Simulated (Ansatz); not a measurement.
Ansatz (a first-principles code) input (CCSD(T)/aug-cc-pV(D+d)Z):
A basis named .json is the Basis Set Exchange file of that set.

Ansatz 0.2 input:
```yaml
crystal:
  periodic: [false, false, false]
  atoms:
    - {symbol: Si, position_ang: [0.13886842, -0.12674218, 0.01976683]}
    - {symbol: F, position_ang: [0.36845614, -0.49074130, -1.48319632]}
    - {symbol: F, position_ang: [-0.62324676, -1.21425863, 0.84474714]}
    - {symbol: N, position_ang: [-1.26313319, 1.10529612, -0.19457171]}
    - {symbol: N, position_ang: [1.42846840, 0.56367162, 0.78371424]}
    - {symbol: H, position_ang: [-1.59814408, 1.46298935, 0.70380830]}
    - {symbol: H, position_ang: [-0.97822906, 1.91526115, -0.75139276]}
    - {symbol: H, position_ang: [1.60080611, 0.45770153, 1.77352475]}
    - {symbol: H, position_ang: [2.23365726, 0.91941115, 0.28795716]}
    - {symbol: H, position_ang: [-2.06647912, 0.68125246, -0.66858813]}
basis:
  gaussian:
    orbitals: aug-cc-pV_D+d_Z.json
total_charge: 1
magnetization: {spin_polarized: false}
correlation: {method: ccsd_t, electrons: outside_noble_gas}
output: {forces: true}
```

Output:

```
Functional definition: HF
integrals: 0.60 GiB planned
1641 factors; integrals over basis functions are off by at most 7.8e-4 eV
mean field: 0.95 GiB planned
mean field evaluation 1: about -16309.3920 eV, gradient 6.7e1 eV
mean field evaluation 2: about -16309.5128 eV, gradient 6.7e1 eV
mean field evaluation 4: about -16317.1573 eV, gradient 3.5e0 eV
mean field evaluation 8: about -16317.2063 eV, gradient 2.7e-1 eV
mean field evaluation 16: about -16314.9649 eV, gradient 3.6e1 eV
mean field -16317.20658948 eV, -599.6462819633 hartree, gradient 4.3e-6 eV, S^2 0.000000; 0 other end points of the search recorded, 0 dependent functions left out
9 core orbitals not correlated
reference -16317.20658948 eV, -599.6462819633 hartree; 16, 16 occupied and 144, 144 virtual orbitals, 1641 factors
densities: 3.51 GiB planned
second order -23.46624229 eV of doubles, -0.00000000 eV of singles
coupled cluster: 1.89 GiB planned
cycle   1  -23.66270119 eV  change   -2.0e-1 eV  update   1.0e-1
cycle   2  -24.12794440 eV  change   -4.7e-1 eV  update   2.8e-2
cycle   3  -24.25570284 eV  change   -1.3e-1 eV  update   1.4e-2
cycle   4  -24.25081310 eV  change    4.9e-3 eV  update   2.7e-3
cycle   5  -24.24868839 eV  change    2.1e-3 eV  update   1.0e-3
cycle   6  -24.24928178 eV  change   -5.9e-4 eV  update   3.1e-4
cycle   7  -24.24927858 eV  change    3.2e-6 eV  update   1.0e-4
cycle   8  -24.24920125 eV  change    7.7e-5 eV  update   3.5e-5
cycle   9  -24.24919347 eV  change    7.8e-6 eV  update   1.2e-5
cycle  10  -24.24919870 eV  change   -5.2e-6 eV  update   3.8e-6
perturbative correction -0.62783235 eV, -0.0230724131 hartree
the calculation of the forces begins
Total energy: -16342.08362052 eV, -600.5604959918 hartree
Atom 0 at     0.138868    -0.126742     0.019767 Å, force     0.112039     0.468948     0.193476 eV/Å
Atom 1 at     0.368456    -0.490741    -1.483196 Å, force     0.093867    -0.173716    -0.903325 eV/Å
Atom 2 at    -0.623247    -1.214259     0.844747 Å, force    -0.498981    -0.606241     0.488339 eV/Å
Atom 3 at    -1.263133     1.105296    -0.194572 Å, force     0.087786    -0.161124    -0.012680 eV/Å
Atom 4 at     1.428468     0.563672     0.783714 Å, force     0.170281     0.175768     0.127168 eV/Å
Atom 5 at    -1.598144     1.462989     0.703808 Å, force    -0.100639     0.105219     0.219879 eV/Å
Atom 6 at    -0.978229     1.915261    -0.751393 Å, force     0.052719     0.217104    -0.140116 eV/Å
Atom 7 at     1.600806     0.457702     1.773525 Å, force     0.032595    -0.052835     0.340856 eV/Å
Atom 8 at     2.233657     0.919411     0.287957 Å, force     0.261510     0.114174    -0.196503 eV/Å
Atom 9 at    -2.066479     0.681252    -0.668588 Å, force    -0.211178    -0.087297    -0.117093 eV/Å
Dipole moment:    -0.439722     1.102952     0.155473 e Å
```

It need not be the lowest isomer of its formula.
